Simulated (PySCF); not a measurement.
# Ce³¹⁺: ionisation energy

Ce³¹⁺ [Ar] 3d9 (2D) → Ce³²⁺ [Ar] 3d8 (3F), as a difference of total energies. Computed with PySCF 2.14 in an uncontracted even-tempered set (17 s from 4.4 bohr⁻², ratio 2.5; 11 p from 5.7 bohr⁻², ratio 2.5; 8 d from 5.7 bohr⁻², ratio 2.5; 4 f from 27 bohr⁻², ratio 2.7; 3 g from 41 bohr⁻², ratio 2.7), with the non-relativistic Hamiltonian (point nucleus). Correlated levels: outer shells: [Ne] frozen; virtual orbitals above 40 to 60 times the deepest correlated orbital energy dropped. The calculations carry no spin-orbit coupling.

| method | ionisation energy (eV) |
| --- | --- |
| UHF | 2004.4 |
| LDA | 2005.6 |
| PBE | 2004.5 |
| PBE0 | 2005.0 |
| r2SCAN | 2004.1 |
| B97-3 | 2005.6 |
| r2SCAN0 | 2004.7 |
| MP2 (outer shells) | 2006.2 |
| SCS-MP2 (outer shells) | 2005.9 |

Spin-orbit coupling is strong in these open shells (close to jj coupling). The scalar numbers leave it out and a first-order estimate fails, so it can dominate the gap to the real levels.

All relativistic terms are absent from these numbers, so their closeness to the reference says little about the methods.

For comparison: 1994 ± 4 eV (theoretical estimate listed by NIST; NIST Atomic Spectra Database, ionization energies).
